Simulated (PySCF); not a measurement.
F2In (SMILES [F][In][F]), doublet, at a GFN2-xTB geometry (such geometries of metal compounds can be far from the true shape) (the spin is typed, not shown lowest) (all electrons, no relativity); REVPBE/STO-3G in PySCF.

Input for PySCF:
```python
from pyscf import gto, scf, dft

mol = gto.Mole()
mol.atom = '''
    In    0.21583697    0.08578411    0.06613032
    F    -0.77175682    1.20938463   -1.45056227
    F    -0.40335556   -1.67643143    1.09051942
'''
mol.basis = 'sto-3g'
mol.spin = 1
mol.verbose = 4
mol.build()

mf = dft.UKS(mol)
mf.xc = 'revpbe'
mf.kernel()
```

Q: Predict the main parts of the log of this PySCF run.

A: 
```
PySCF version 2.14.0

[INPUT] verbose = 4
[INPUT] num. atoms = 3
[INPUT] num. electrons = 67
[INPUT] charge = 0
[INPUT] spin (= nelec alpha-beta = 2S) = 1
[INPUT] symmetry False subgroup None
[INPUT] Mole.unit = angstrom
[INPUT] Symbol           X                Y                Z      unit          X                Y                Z       unit  Magmom
[INPUT]  1 In     0.215836970000   0.085784110000   0.066130320000 AA    0.407872760856   0.162108473740   0.124968193330 Bohr   0.0
[INPUT]  2 F     -0.771756820000   1.209384630000  -1.450562270000 AA   -1.458409024565   2.285405729958  -2.741165416927 Bohr   0.0
[INPUT]  3 F     -0.403355560000  -1.676431430000   1.090519420000 AA   -0.762231539221  -3.167996269313   2.060783037320 Bohr   0.0

nuclear repulsion = 230.189898867308
number of shells = 17
number of NR pGTOs = 111
number of NR cGTOs = 37
basis = sto-3g
ecp = {}

******** <class 'pyscf.dft.uks.UKS'> ********
method = UKS
initial guess = minao
damping factor = 0
level_shift factor = 0
DIIS = <class 'pyscf.scf.diis.CDIIS'>
diis_start_cycle = 1
diis_space = 8
diis_damp = 0
SCF conv_tol = 1e-09
SCF conv_tol_grad = None
SCF max_cycles = 50
direct_scf = True
direct_scf_tol = 1e-13
number electrons alpha = 34  beta = 33
XC library pyscf.dft.libxc version 7.1.2
    S. Lehtola, C. Steigemann, M. J. T. Oliveira, and M. A. L. Marques,  SoftwareX 7, 1–5 (2018)
XC functionals = revpbe
    Y. Zhang and W. Yang,  Phys. Rev. Lett. 80, 890 (1998)
    J. P. Perdew, K. Burke, and M. Ernzerhof,  Phys. Rev. Lett. 77, 3865 (1996)
    J. P. Perdew, K. Burke, and M. Ernzerhof,  Phys. Rev. Lett. 78, 1396 (1997)
radial grids:
    Treutler-Ahlrichs [JCP 102, 346 (1995); DOI:10.1063/1.469408] (M4) radial grids

becke partition: Becke, JCP 88, 2547 (1988); DOI:10.1063/1.454033
pruning grids: <function nwchem_prune>
grids dens level: 3
symmetrized grids: False
atomic radii adjust function: <function treutler_atomic_radii_adjust>
small_rho_cutoff = 0
Set gradient conv threshold to 3.16228e-05
tot grids = 50400
init E= -5866.28024234296

cycle= 1 E= -5881.10793930821  delta_E= -14.8  |g|= 0.282  |ddm|= 1.55
cycle= 2 E= -5879.6673994552  delta_E= 1.44  |g|=  1.3  |ddm|=  2.3
cycle= 3 E= -5881.18789832842  delta_E= -1.52  |g|= 0.0651  |ddm|= 1.82
cycle= 4 E= -5881.19353087553  delta_E= -0.00563  |g|= 0.0307  |ddm|= 0.323
cycle= 5 E= -5881.19453996322  delta_E= -0.00101  |g|= 0.0053  |ddm|= 0.073
cycle= 6 E= -5881.19449034207  delta_E= 4.96e-05  |g|= 0.00949  |ddm|= 0.0228
cycle= 7 E= -5881.19457050144  delta_E= -8.02e-05  |g|= 0.000891  |ddm|= 0.0154
cycle= 8 E= -5881.19457131964  delta_E= -8.18e-07  |g|= 0.00015  |ddm|= 0.00208
cycle= 9 E= -5881.19457135743  delta_E= -3.78e-08  |g|= 3.48e-05  |ddm|= 0.000634
cycle= 10 E= -5881.19457135915  delta_E= -1.72e-09  |g|= 2.6e-06  |ddm|= 0.000123
cycle= 11 E= -5881.19457135919  delta_E= -4.27e-11  |g|= 6.41e-07  |ddm|= 2.14e-05
Extra cycle  E= -5881.1945713592  delta_E= -3.64e-12  |g|= 2.25e-06  |ddm|= 5.33e-06
converged SCF energy = -5881.1945713592  <S^2> = 0.75405981  2S+1 = 2.0040557
```
